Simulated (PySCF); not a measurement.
C4H4OSe, SMILES O=C[C@@H]1C=C[Se]1. Heavy atoms are numbered as in [O:1]=[CH:2][C@@H:3]1[CH:4]=[CH:5][Se:6]1. Hydrogens are named by the atom that carries them.

Geometry: ωB97X-D3(BJ)/def2-SVP. The structure was generated by enumeration; whether it is a known compound was not checked. The values are those of a single conformer.

Method: B3LYP/pcSseg-1 (PySCF).

GIAO shieldings, no solvent; atoms alike by connectivity are averaged. δ = σ(ref) − σ: ¹⁷O against H2O (σ = 333.8 ppm); ¹³C against TMS (σ = 181.3 ppm); ⁷⁷Se against Me2Se (σ = 1647.9 ppm); ¹H against TMS (σ = 31.68 ppm), references at their B3LYP-D3(BJ)/def2-TZVP geometries, non-relativistic.

Problem. Estimate the chemical shifts. (Estimate from the structure and the level; the computed values follow.)

Solution. 
```csv
nucleus,atoms,count,δ (ppm)
¹⁷O,O1,1,674.5
¹³C,C2 (CH),1,197.5
¹³C,C5 (CH),1,150.9
¹³C,C4 (CH),1,139.7
¹³C,C3 (CH),1,57.2
⁷⁷Se,Se6,1,600.1
¹H,H on C2,1,9.96
¹H,H on C5,1,7.17
¹H,H on C4,1,6.09
¹H,H on C3,1,4.51
```
